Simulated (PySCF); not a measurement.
Isomers of C3H5Cl. Isolated molecules, 0 K electronic values unless said otherwise. Strings in code marks are SMILES.

The brightest of the four lowest singlets (TDA) from two functionals at the same geometries (PBE0-D3(BJ)/def2-TZVP), both in PySCF: PBE-D3(BJ)/def2-TZVP and PBE0-D3(BJ)/def2-TZVP. Excitations are Tamm–Dancoff values on a coarser integration grid. The basis has no diffuse functions, so Rydberg states are missing or too high.

| species | PBE-D3(BJ)/def2-TZVP (eV) |
|---|---|
| `CC(Cl)=C` | 6.69 |
| `C/C=C/Cl` | 6.65 |
| `C/C=C\Cl` | 6.79 |

Question: What does PBE0-D3(BJ)/def2-TZVP give for each?

Answer: 
- `CC(Cl)=C`: 7.16
- `C/C=C/Cl`: 7.06
- `C/C=C\Cl`: 7.20
Over these rows, drawn at random from the members with no instability flagged (it was tested for open shells, ions and some series alone), PBE minus PBE0-D3(BJ): mean -0.43 eV, from -0.47 eV to -0.42 eV.
